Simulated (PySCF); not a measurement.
# Ionisation energy of Nb³³⁺ by level of theory

Nb³³⁺ [He] 2s2 2p4 (3P) → Nb³⁴⁺ [He] 2s2 2p3 (4S), as a difference of total energies. Calculation: PySCF 2.14, in an uncontracted even-tempered set (19 s from 11 bohr⁻², ratio 2.2; 12 p from 14 bohr⁻², ratio 2.2; 6 d from 61 bohr⁻², ratio 2.4; 5 f from 92 bohr⁻², ratio 2.4; 4 g from 140 bohr⁻², ratio 2.4); the spin-free X2C one-electron Hamiltonian (Gaussian nucleus). Correlated levels: nothing frozen; virtual orbitals above 40 to 60 times the deepest correlated orbital energy dropped. The calculations carry no spin-orbit coupling.

| method | ionisation energy (eV) |
| --- | --- |
| UHF | 4377.3 |
| LDA | 4374.9 |
| PBE | 4379.9 |
| PBE0 | 4379.7 |
| r2SCAN | 4381.0 |
| M06-L | 4381.1 |
| r2SCAN0 | 4380.5 |
| MP2 (all electrons) | 4379.0 |
| SCS-MP2 (all electrons) | 4379.1 |

Spin-orbit coupling is strong in these open shells (close to jj coupling). The scalar numbers leave it out and a first-order estimate fails, so it can dominate the gap to the real levels.

For this ion Breit and QED terms and the two-electron picture change, all absent here, outweigh the differences among the correlated methods.

For comparison: 4369 ± 9 eV (semi-empirical (NIST evaluation); NIST Atomic Spectra Database, ionization energies).
